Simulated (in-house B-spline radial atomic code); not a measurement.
Configurations of Ba5+, with energies counted from [Kr] 4d10 5s2 5p3. All numbers are computed (scalar-relativistic (X2C) r2SCAN0, spin-polarised, spherical fractional occupations, exact exchange averaged over the configuration; Fermi nucleus of rms radius 4.8378 fm) with a radial B-spline atomic code at the basis-set limit, not measured. Shells without spins written out take the highest spin.

Occupations are held fixed; configurations that lie above the ionisation limit could autoionise.

```
                    configuration  E - E(ref) (eV)  highest orbital  its <r> (bohr)
            [Kr] 4d10 5s2 5p2 5d1            24.33            5d up           2.128
            [Kr] 4d10 5s1 5p3 5d1           35.303            5d up           2.096
            [Kr] 4d10 5s1 5p3 6d1            58.96            6d up           4.114
             [Kr] 4d9 5s2 5p3 5d1           103.96            5d up           2.054
[Ar] 3d9 4s2 4p6 4d10 4f1 5s2 5p3           790.43            4f up           1.048
[Ar] 3d9 4s2 4p6 4d10 5s2 5p3 5d1           800.55            5d up           2.032
```

Problem. Order these further configurations by energy, lowest first.
A. [Ar] 3d9 4s2 4p6 4d10 5s2 5p3 6f1
B. [Kr] 4d10 5s1 5p3 6f1
C. [Ar] 3d9 4s2 4p6 4d10 5s2 5p3 6d1
D. [Kr] 4d10 4f1 5s2 5p2
E. [Ar] 3d9 4s2 4p6 4d10 5s2 5p4

Solution. D (19.862 eV), B (67.821 eV), E (779.41 eV), C (825.28 eV), A (834.1 eV).

Problem. How far above the reference does [Ar] 3d10 4s2 4p5 4d10 5s2 5p3 5f1 lie?

Solution. 223.86 eV; its least bound orbital is 5f up with <r> = 3.134 bohr.
